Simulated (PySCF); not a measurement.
# Electric field gradients and quadrupole coupling constants

C6H10F2OSi.
Numbering: `[CH2:1]=[C:2]([CH3:3])[C@:4]1([O:5][CH:6]([F:7])[F:8])[CH2:9][SiH2:10]1` (hydrogens: H11, H12 on C1; H13, H14, H15 on C3; H16 on C6; H17, H18 on C9; H19, H20 on Si10)

Cartesian coordinates in Å at the GFN2-xTB level; atoms count from 1:
```
atom  x, y, z in Å
C1    -1.708    0.182    1.377
C2    -1.057   -0.169    0.271
C3    -1.642   -1.151   -0.704
C4     0.230    0.428   -0.134
O5     0.974   -0.356   -1.075
C6     1.633   -1.397   -0.553
F7     2.979   -1.178   -0.542
F8     1.471   -2.493   -1.327
C9     1.129    1.177    0.861
Si10   0.445    2.303   -0.478
H11   -1.321    0.892    2.085
H12   -2.670   -0.240    1.608
H13   -1.102   -2.097   -0.677
H14   -1.565   -0.760   -1.717
H15   -2.685   -1.345   -0.471
H16    1.339   -1.661    0.480
H17    2.170    0.883    0.820
H18    0.775    1.224    1.881
H19    1.306    2.655   -1.585
H20   -0.705    3.113   -0.125
```

Field gradients from the PBE0/pcSseg-1 density (PySCF, non-relativistic), principal values in atomic units, ordered |Vxx| ≤ |Vyy| ≤ |Vzz|:

```tsv
atom	Vxx	Vyy	Vzz
O5	-0.1891	-1.7392	1.9283
```

Question: Find the asymmetry η = (Vxx − Vyy)/Vzz and the couplings χ = eQV/h (234.96 MHz × Q in barn × V in au), with Q(17O) = −0.0256 b.

Answer: 
```
atom   environment  nucleus     η  χzz (MHz)  χxx (MHz)  χyy (MHz)
  O5  ether oxygen      17O  0.80     -11.60       1.14      10.46
```

Question: What is Vzz at O5 in SI units (1 au = 9.71736 × 10²¹ V/m²)?

Answer: 1.9283 au = 18.738 × 10²¹ V/m².

Question: And the gradient at the other heavy atoms, for which no coupling is worked out here?

Answer: 
| atom | environment | Vzz (au) | η |
| --- | --- | --- | --- |
| C1 | terminal =CH2 carbon | 0.210 | 0.44 |
| C2 | fully substituted alkene carbon | 0.318 | 0.72 |
| C3 | allylic carbon | 0.091 | 0.38 |
| C4 | sp3 carbon bound to oxygen | 0.471 | 0.51 |
| C6 | CHF2 carbon | -0.407 | 0.58 |
| F7 | fluorine of a CF2 group | 2.845 | 0.07 |
| F8 | fluorine of a CF2 group | 2.903 | 0.05 |
| C9 | sp3 carbon bound to silicon | 0.145 | 0.22 |
| Si10 | SiH2 silicon | 0.295 | 1.00 |

Were the hydrogens deuterons (Q(2H) = 0.00286 b), χzz would run from 116 kHz (H20) to 231 kHz (H11).

One conformer (not necessarily the lowest) at the GFN2-xTB geometry, without solvent, vibrations or thermal averaging. GFN2-xTB bond lengths can be off by several hundredths of an ångström, more for odd bonds, and the gradients follow them. With a basis this small, the couplings can be 20 % off.
